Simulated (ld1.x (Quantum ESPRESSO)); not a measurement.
**Cr: variants of one TM potential**

Base potential:

ld1.x (Quantum ESPRESSO) 7.5 input, shortened:

```
&input
   title='Cr', zed=24., rel=2, dft='PBE', iswitch=3,
   config='[Ar] 3d4 4s2 4p0', rel_dist='average'
 /
 &inputp
   pseudotype=2, tm=.true., lloc=-1, rcloc=1.55,
   nlcc=.true., rcore=0.65
 /
3
3S  1  0   2.00   0.00  1.30  1.30  0.0
3P  2  1   6.00   0.00  1.30  1.30  0.0
3D  3  2   4.00   0.00  1.75  1.75  0.0
 &test
   configts(1)='3s2 3p6 3d4 4s2 4p0'
 /
```

Open shells are filled in proportion to 2j + 1 (rel_dist='average').

Occupied shells without a wave of their own: 4s. They enter only through the test configuration that unscreens the potential, and ld1.x also counts them in the model core charge.

Cutoffs, loose and tight: the cutoffs (Ry, on a coarse ladder) from which the occupation-weighted sum of valence levels, in a spherical-Bessel basis at the reference potential, stays within 10 and 1 mRy of its value at 400 Ry. They do not see the model core or the augmentation charge, which bear on the density cutoff. Test errors are all-electron minus pseudo excitation energies from the reference, over the configurations 3s2 3p6 3d5 4s1 4p0; 3s2 3p6 3d5 4s0 4p0; 3s2 3p6 3d4 4s0 4p0; 3s2 3p6 3d4 4s1 4p1; 3s2 3p6 3d5 4s0.5 4p0; 3s2 3p6 3d5.5 4s0.5 4p0; 3s2 3p6 3d6 4s0 4p0. A dash means not determined; rows that change the core or the reference have their own tests.

With those shells counted twice in exchange and correlation these files are broken, and their errors move erratically; no question is asked of them.

A true bound ghost makes a file unfit for plane-wave use even where its test errors are small: the radial tests pick states by their node count and pass the ghost by. Where a test does run into it, the solver fails or the error is huge.

Cutoffs are not given where the Bessel-basis levels miss the radial ones by over 6 mRy, ghosts where they miss by over 20 mRy; a channel whose overlap is not positive is not tested.

```tsv
change	outcome	cutoff, loose	cutoff, tight	bound ghosts	largest test error (meV)
base	generated, misses its reference levels by 0.75 eV	–	–	s	+1941
local potential all-electron potential smoothed inside 0.80 bohr (lloc = -1)	generated, misses its reference levels by 0.57 eV	–	–	not determined	-2719
core correction full core density, not smoothed (it rises at the typed radius of 1.38 bohr, so ld1.x skipped the fit)	generated, misses its reference levels by 0.75 eV	–	–	s	+1941
wave 3p (bound): rc 1.30 bohr becomes 3p (bound): rc 1.54 bohr	generated, misses its reference levels by 0.75 eV	–	–	s	+1941
wave 3d (bound): rc 1.75 bohr becomes 3d (bound): rc 1.84 bohr	generated, misses its reference levels by 0.75 eV	–	–	s	+1941
all radii but the core radius scaled by about 1.22 (s 1.58, p 1.58, d 2.14 bohr); local potential all-electron potential smoothed inside 1.88 bohr (lloc = -1)	generated, misses its reference levels by 0.35 eV	55 Ry	100 Ry	none	-1874
functional PW91	generated, misses its reference levels by 0.79 eV	–	–	s	+2033
reference 3s2 3p6 3d5 4s0 4p1	generated	–	–	s	-220 over the solved tests; 4 of 7 tests not solved or not reliable
```
